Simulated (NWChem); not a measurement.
System: thionyl fluoride (SOF2); SMILES O=S(F)F

Here is an NWChem input.

```
start job
memory heap 200 mb stack 900 mb global 1100 mb
geometry units angstroms noautoz
  O      0.005986    -1.371071    -0.389891
  S      0.000753    -0.172811     0.403403
  F      1.165575     0.780066    -0.186427
  F     -1.172333     0.769866    -0.186440
end
basis spherical
  * library 6-31+g*
end
dft
  xc b3lyp
  iterations 150
  mulliken
end
task dft energy
```

The geometry was optimised at PBE0/def2-SVP.

**Question.** Predict the main results of this run. (B3LYP/6-31+G* (spherical d).) Quantities: basis functions; energy (Ha); highest occupied level (eV); orbital gap (eV); dipole (D).

**Answer.** 
```
Quantity                      Result
---------------------------  -------
number of basis functions         76
energy (Ha)                  -673.07
highest occupied level (eV)    -9.73
orbital gap (eV)                7.65
dipole (D)                      1.94
```
